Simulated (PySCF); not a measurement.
**Electron correlation in Cu+ (copper, charge +1)**

[Ar] 3d9 4s1, high-spin 3D determinant (an excited configuration). Computed with PySCF 2.14 in dyall-av2z (16s12p7d2f, 101 functions), with no relativity, point nucleus. Frozen: [Ar]; 10 electrons correlated; the 33 highest virtual orbitals of each spin left out.

| level | correlation energy (mhartree) |
| --- | --- |
| CCSD | -302.59 |
| (T) | -7.71 |
| CCSD(T) | -310.30 |

Diagnostics: T1 = 0.012, D1 = 0.0277, largest double amplitude 0.019.

**Question.** Is a single reference adequate?

**Answer.** Yes: T1 lies below 0.03 and no double amplitude reaches 0.07.
